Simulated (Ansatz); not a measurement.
The cluster Sn₃F₂, 5 atoms. Hardware: 4 threads of Arm Neoverse V1 on a shared host.

In the def2 sets Sn takes a core potential; there is no spin–orbit coupling. Correlated methods freeze 14 core orbitals; core or outer-core shells of Sn are correlated, in sets that lack core-valence functions.

(1) How many basis functions does each of these Ansatz runs have, and roughly what does it cost? PBE0-D4/def2-TZVP, charge 0 singlet, energy, from earlier orbitals; PBE0-D4/def2-SVP, charge 0 singlet, energy, from earlier orbitals; BHLYP-D4/def2-TZVP, charge 0 singlet, energy, from earlier orbitals; CCSD(T)/def2-SVP, charge 0 singlet, energy, from earlier orbitals; PBE-D4/def2-SVP, charge 0 singlet, energy, from earlier orbitals; MP2/def2-TZVP, charge 0 singlet, energy, from earlier orbitals; PBE-D4/def2-SVP, charge 0 singlet, relaxation, 17 steps; PBE-D4/def2-TZVP, charge 0 singlet, energy and forces, from earlier orbitals; revPBE-D4/def2-TZVP, charge 0 singlet, energy, from earlier orbitals; ωB97M-V/def2-TZVP, charge 0 singlet, energy, from earlier orbitals; r2SCAN-D4/def2-TZVP, charge 0 singlet, energy, from earlier orbitals.

## Answers

(1) Other jobs shared the machine, so times can vary by a factor of up to 3. A dash marks memory too small to be measured apart from the calling script's.

```csv
run,functions,fitting or Cholesky vectors,wall time,peak host memory (GiB)
"PBE-D4/def2-SVP, charge 0 singlet, energy, from earlier orbitals",106,1169,1.1 s,–
"PBE0-D4/def2-SVP, charge 0 singlet, energy, from earlier orbitals",106,1278,1.8 s,–
"revPBE-D4/def2-TZVP, charge 0 singlet, energy, from earlier orbitals",212,1476,2.3 s,–
"PBE-D4/def2-TZVP, charge 0 singlet, energy and forces, from earlier orbitals",212,1476,2.7 s,–
"PBE0-D4/def2-TZVP, charge 0 singlet, energy, from earlier orbitals",212,1695,4.7 s,0.73
"BHLYP-D4/def2-TZVP, charge 0 singlet, energy, from earlier orbitals",212,1802,5 s,0.76
"r2SCAN-D4/def2-TZVP, charge 0 singlet, energy, from earlier orbitals",212,1476,5.5 s,–
"MP2/def2-TZVP, charge 0 singlet, energy, from earlier orbitals",212,1856,6 s,0.68
"ωB97M-V/def2-TZVP, charge 0 singlet, energy, from earlier orbitals",212,1608,13 s,0.89
"CCSD(T)/def2-SVP, charge 0 singlet, energy, from earlier orbitals",106,1278,15 s,0.62
"PBE-D4/def2-SVP, charge 0 singlet, relaxation, 17 steps",106,1169,16 s,–
```
